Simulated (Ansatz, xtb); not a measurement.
**Relaxing a trial structure of FH2Si2Te+**

The starting geometry of this gas-phase singlet has its atoms placed at random.

```yaml
atoms:
  - { symbol: F, position_ang: [0.9972, -0.8608, 0.6526] }
  - { symbol: Si, position_ang: [0.5162, -0.2648, -1.4567] }
  - { symbol: Si, position_ang: [0.0559, 0.7597, 1.0730] }
  - { symbol: Te, position_ang: [-0.8584, -2.0198, -0.1818] }
  - { symbol: H, position_ang: [1.1503, 0.2000, 0.5194] }
  - { symbol: H, position_ang: [-0.9425, 0.7972, -1.4741] }
```

Task: One run relaxed it with r2SCAN-D4/def2-SVP. What is a likely outcome?

Result: It loosens into HSi2Te + FH, which stay close as a complex (formulas without charges). Distances that change by over a tenth: F1–Si3 (1.92 → 2.30 Å), F1–Te4 (2.34 → 3.52 Å), F1–H5 (1.08 → 0.94 Å). Contacts that open: Si3–H5 (1.35 → 2.91 Å). Contacts that close: Si2–H6 (1.80 → 1.72 Å), Si3–Te4 (3.18 → 2.51 Å), Si3–H6 (2.74 → 1.68 Å).

The energy falls by 7.71 eV over 22 steps:

| step | E − E(last) (eV) |
| --- | --- |
| 1 | 7.712 |
| 3 | 4.047 |
| 6 | 2.524 |
| 8 | 0.816 |
| 10 | 0.397 |
| 13 | 0.095 |
| 15 | 0.036 |
| 17 | 0.002 |
| 20 | 0.000 |
| 22 | 0.000 |

Final geometry (Å):

```xyz
6

F     1.5608   -0.0766    0.6193
Si   -0.4739   -0.6109   -2.0765
Si   -0.7143    0.2543    0.6049
Te   -1.2134   -2.0608   -0.2374
H     2.1283    0.3986    1.1972
H    -0.3688    0.7069   -0.9751
```

From the same start GFN2-xTB ends elsewhere, differing in F1–Te4 (1.98 against 3.52 Å here), F1–H5 (2.94 against 0.94 Å here), Si3–H5 (1.50 against 2.91 Å here), Si3–H6 (4.90 against 1.68 Å here).

From so rough a start the end depends on the optimiser's path, so another program may land elsewhere. No frequencies were run, so the end isn't proven a minimum. Atoms past krypton carry core potentials, without spin–orbit terms. Run with Ansatz 0.2.0, 45 s on 1 thread of Intel(R) Xeon(R) 6975P-C (Granite Rapids), with other jobs on the host.
